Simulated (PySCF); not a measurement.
# Ionisation energy of Hg⁺ by level of theory

Hg⁺ [Xe] 4f14 5d10 6s1 (2S) → Hg²⁺ [Xe] 4f14 5d10 (1S), as a difference of total energies. Calculation: PySCF 2.14, in x2c-TZVPPall (11s7p7d3f1g, 97 functions); scalar relativity by spin-free X2C-1e. The calculations carry no spin-orbit coupling.

| method | ionisation energy (eV) | error (eV) |
| --- | --- | --- |
| UHF | 17.097 | -1.660 |
| HSE06 | 18.733 | -0.024 |
| revPBE | 18.890 | +0.133 |
| wB97M-V | 18.280 | -0.477 |

Reference: 18.757 eV (measured; NIST Atomic Spectra Database, ionization energies).
